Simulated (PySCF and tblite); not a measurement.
Results of a calculation; reference values are marked as such.
C₅H₅NOSe, numbered as in [N:1]#[C:2][C@H:3]1[CH:4]=[CH:5][O:6][CH2:7][Se:8]1.

The ensemble was built from 60 distance-geometry starts (ETKDG and KDG, UFF, GFN2-xTB) and rests on GFN2-xTB geometries. Free energies are PBE0-D3(BJ)/def2-SVP (IEF-PCM, tetrahydrofuran) single points with GFN2-xTB rigid-rotor and vibrational terms (modes under about 100 cm⁻¹ blended into free rotors). Symmetry numbers and mirror images are counted. Conformers within 3 kcal/mol (GFN2-xTB free energy) were kept, 10 at most. GIAO shieldings: B97-2/pcSseg-1 (IEF-PCM, tetrahydrofuran). Shifts are against TMS (¹H), TMS (¹³C) at the same level. Codes: tblite and PySCF.

The 6-ring runs over atoms 3–4–5–6–7–8.

```json
{"conformer": "1", "shape": "6-ring envelope (ring torsions 1, -12, 51, -63, 49, -29°)", "symmetry": "C1", "E(GFN2) kcal/mol": "0.00", "E(DFT) kcal/mol": "0.00"}
{"conformer": "2", "shape": "6-ring envelope (ring torsions 1, 11, -51, 64, -48, 28°)", "symmetry": "C1", "E(GFN2) kcal/mol": "2.01", "E(DFT) kcal/mol": "1.51"}
```

Question: How much do the weights at 298.15 K and the averaged shift of H3 depend on how the conformers are weighted?

Answer: 
```tsv
weighting	1 (%)	2 (%)	δ (ppm)	rms dipole (D)
DFT energy with thermal terms, symmetry and mirror images (full scheme)	90	10	4.08	3.70
DFT energy with symmetry and mirror images	93	7	4.05	3.63
bare DFT energy	93	7	4.05	3.63
GFN2-xTB energy with symmetry and mirror images	97	3	4.02	3.54
GFN2-xTB free energy	95	5	4.03	3.57
leading conformer alone	100	0	3.99	3.46
equal weights	50	50	4.43	4.51
```

The largest departure from the full scheme, 0.35 ppm, comes with: equal weights.

Spin–orbit effects of the heavy atoms on shieldings are missing.
